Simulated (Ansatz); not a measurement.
System: sum formula BNHCl$_{2}$, net charge 0, doublet state. It need not be the lowest isomer of its formula. SMILES: [NH]B(Cl)Cl
Coordinates optimised at B3LYP-D3(BJ)/def2-TZVP (Ansatz, a program for electronic structure):
```xyz
5

N     -1.6603    -0.5804    -0.2428
B     -0.3578    -0.1258    -0.0276
Cl     0.9738    -1.2807    -0.0030
Cl    -0.0479     1.6060     0.0832
H     -2.3287    -0.8384     0.4747
```
Charge 0, spin multiplicity 2.

Atomisation energy built up term by term with Ansatz (kcal/mol; UHF references for open shells; valence terms freeze the core; atomic spin-orbit terms are left out). CBS(X,Y): correlation extrapolated as X^-3; Hartree-Fock from the larger set (for Q and 5 zeta extrapolated as (X+1)exp(-9√X)).

```csv
term,basis,kcal/mol
Hartree-Fock,"CBS(cc-pV(Q+d)Z,cc-pV(5+d)Z)",285.62
CCSD correlation,"CBS(cc-pV(Q+d)Z,cc-pV(5+d)Z)",…
(T),"CBS(cc-pV(Q+d)Z,cc-pV(5+d)Z)",…
core correlation,cc-pwCVTZ,2.19
scalar relativity (X2C),cc-pVTZ-DK against cc-pVTZ,-0.69
sum: De,,…
```

Q: What belongs in the gaps?

A: 
- CCSD correlation, kcal/mol: 102.14
- (T), kcal/mol: 10.46
- sum: De, kcal/mol: 399.7
